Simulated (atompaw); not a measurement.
## Building the PAW (atompaw) potential for manganese (Mn) (LDA (PW92), scalar-relativistic).

atompaw 4.2.0.5 input, output lines left out:

```
Mn 25
LDA-PW scalarrelativistic loggrid 1500 logderivrange -9 5 351
4 4 3 0 0 0
4 0 0.5
4 1 0
3 2 5
0 0 0
c
c
v
v
c
v
v
v
2
1.95 1.95 1.35 1.85
n
n
y
1.25
n
custom rrkj vanderbiltortho sinc
bessel
1.25
1.25
1.35
1.95
1.95
1.95
```

* Cutoffs needed: 45 Ry and 80 Ry (the cutoffs (Ry, on a coarse ladder) from which the occupation-weighted sum of valence levels, in a spherical-Bessel basis at the reference potential, stays within 10 and 1 mRy of its value at 400 Ry)
* Ghost test: no extra level below or beside the all-electron valence levels (s, p, d, f tested) (spherical-Bessel basis up to 400 Ry, 20 bohr box)
* Lowest eigenvalue of the overlap operator: 0.18 (s channel)
* Overlap eigenvalues printed by atompaw (projector basis): 0.23, 0.708, 1.95, 49.3, 168, 286
* Share of each valence orbital outside the PAW sphere: 3s 1 %, 4s 78 %, 3p 1 %, 4p 89 %, 3d 11 %
